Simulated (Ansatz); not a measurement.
Species: HO, charge 1, multiplicity 3. SMILES: [OH+]
Geometry: optimised at B3LYP-D3(BJ)/def2-TZVP (Ansatz, a quantum-chemistry and plane-wave program).

Property: vertical electron affinity (to the doublet state of charge +0; a negative value means that the extra electron is unbound and the number depends on the basis; each state is the SCF solution reached for its spin), in eV. Cores are frozen in the correlated levels unless marked. Open shells are spin-unrestricted. No spin-orbit coupling. Non-relativistic. CBS marks a two-point X^-3 extrapolation of the correlation energy; Hartree-Fock from the larger set.

```tsv
level	program	vertical electron affinity (eV)	minus last row
SVWN5/def2-TZVPD	Ansatz	13.33	0.39
PBE/def2-TZVPD	Ansatz	13.11	0.17
CCSD/def2-SVPD	Ansatz	12.60	-0.34
CCSD/def2-TZVPPD	Ansatz	12.68	-0.26
CCSD/aug-cc-pVQZ	Ansatz	12.80	-0.14
CCSD(T)/def2-QZVPPD	Ansatz	12.86	-0.08
CCSD(T)/CBS(aug-cc-pVTZ,aug-cc-pVQZ)	Ansatz	12.94	0.00
```
